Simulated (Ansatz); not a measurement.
Reaction (substitution at a C–C bond): `OC/C=C/Br` + `N=CS` → `N=CSCO` + `C=CBr`

Computed with Ansatz on PBE0-D4/def2-TZVP structures; ΔE is electronic, products minus reactants. CBS: MP2 limit from def2 TZ/QZ plus the TZ coupled-cluster correction, frozen cores. This one scheme is used for every species. For Br outer-core shells are correlated without core-valence functions, which leaves a few kJ/mol of doubt a bond. Scalar relativity is left out up to krypton. One conformer a species, not always the lowest.

```
    species  CCSD(T)/CBS(def2) energy (Eh)
`OC/C=C/Br`                    -2765.62458
     `N=CS`                     -492.30610
   `N=CSCO`                     -606.73173
    `C=CBr`                    -2651.19815
```

Work out ΔE.

ΔE = (-606.73173) + (-2651.19815) − (-2765.62458) − (-492.30610) = 0.00080 Eh = +2.1 kJ/mol.

Largest T1 diagnostic among the species: 0.014.

From PBE to PBE0 (25 % exact exchange), in def2-TZVPP and without D4, ΔE moves by +3.8 kJ/mol. The D4 term adds −3.9 kJ/mol with B3LYP and −1.9 kJ/mol with PBE0; it sums over pairs of atoms, weighted by their polarisabilities, and B3LYP, whose exchange is more repulsive, gets the larger term. In def2-TZVPP, CCSD(T) changes the Hartree–Fock value by −9.8 kJ/mol (the triples alone add −3.3 kJ/mol) and MP2 by −10.5 kJ/mol.

B3LYP here is the variant with VWN-RPA as its local correlation; programs differ in this.
